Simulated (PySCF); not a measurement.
Cl2FHSi. Atoms are numbered in the order given.

```xyz
5

Si     0.4156    -0.3897     0.0000
F     -0.3878    -1.7856     0.0000
Cl    -0.1232     0.6526    -1.6618
Cl    -0.1232     0.6526     1.6618
H      1.8600    -0.6621     0.0000
```
Charge 0, spin multiplicity 1.

Geometry: ωB97X-D3(BJ)/def2-SVP.

These are TDDFT-ωB97X/def2-SVPD (PySCF) values and carry that method's errors.

Vertical excitations. The molecule is in vacuum. State labels are in the subgroup Cs.

Computed lowest excited states:
```json
[
 {"state": "S1", "symmetry": "A\"", "energy (eV)": "8.63", "λ (nm)": "144", "f": "0.033", "main pairs": "HOMO→LUMO 73 %"},
 {"state": "S2", "symmetry": "A\"", "energy (eV)": "8.80", "λ (nm)": "141", "f": "0.003", "main pairs": "HOMO−2→LUMO 77 %"},
 {"state": "S3", "symmetry": "A'", "energy (eV)": "8.81", "λ (nm)": "141", "f": "0.061", "main pairs": "HOMO−1→LUMO 82 %"},
 {"state": "S4", "symmetry": "A\"", "energy (eV)": "9.05", "λ (nm)": "137", "f": "0.001", "main pairs": "HOMO→LUMO+1 53 %, HOMO→LUMO+3 13 %"},
 {"state": "S5", "symmetry": "A'", "energy (eV)": "9.07", "λ (nm)": "137", "f": "0.037", "main pairs": "HOMO−1→LUMO+1 33 %, HOMO→LUMO+2 27 %, HOMO−1→LUMO+3 14 %, HOMO−3→LUMO 6 %"},
 {"state": "S6", "symmetry": "A'", "energy (eV)": "9.25", "λ (nm)": "134", "f": "0.057", "main pairs": "HOMO−3→LUMO 40 %, HOMO−1→LUMO+1 16 %, HOMO→LUMO+2 15 %, HOMO−2→LUMO+2 13 %"},
 {"state": "S7", "symmetry": "A\"", "energy (eV)": "9.26", "λ (nm)": "134", "f": "0.004", "main pairs": "HOMO−1→LUMO+2 35 %, HOMO−2→LUMO+1 28 %, HOMO→LUMO+1 10 %, HOMO−2→LUMO 8 %"},
 {"state": "S8", "symmetry": "A'", "energy (eV)": "9.65", "λ (nm)": "129", "f": "0.005", "main pairs": "HOMO−3→LUMO 38 %, HOMO→LUMO+2 36 %"},
 {"state": "S9", "symmetry": "A'", "energy (eV)": "9.72", "λ (nm)": "128", "f": "0.006", "main pairs": "HOMO−2→LUMO+2 51 %, HOMO−1→LUMO+3 12 %, HOMO−3→LUMO+1 11 %"},
 {"state": "S10", "symmetry": "A\"", "energy (eV)": "9.89", "λ (nm)": "125", "f": "0.007", "main pairs": "HOMO→LUMO+3 45 %, HOMO→LUMO+1 12 %, HOMO−1→LUMO+2 11 %, HOMO−2→LUMO+1 8 %"},
 {"state": "T1", "symmetry": "A\"", "energy (eV)": "8.03", "λ (nm)": "154", "f": "0", "main pairs": "HOMO→LUMO 79 %"},
 {"state": "T2", "symmetry": "A'", "energy (eV)": "8.20", "λ (nm)": "151", "f": "0", "main pairs": "HOMO−1→LUMO 80 %"},
 {"state": "T3", "symmetry": "A\"", "energy (eV)": "8.31", "λ (nm)": "149", "f": "0", "main pairs": "HOMO−2→LUMO 64 %, HOMO−1→LUMO+2 14 %"},
 {"state": "T4", "symmetry": "A'", "energy (eV)": "8.61", "λ (nm)": "144", "f": "0", "main pairs": "HOMO−3→LUMO 44 %, HOMO→LUMO+2 28 %"}
]
```
Triplets are in the Tamm–Dancoff approximation, which puts them higher than full response would, so one can lie above its singlet here.
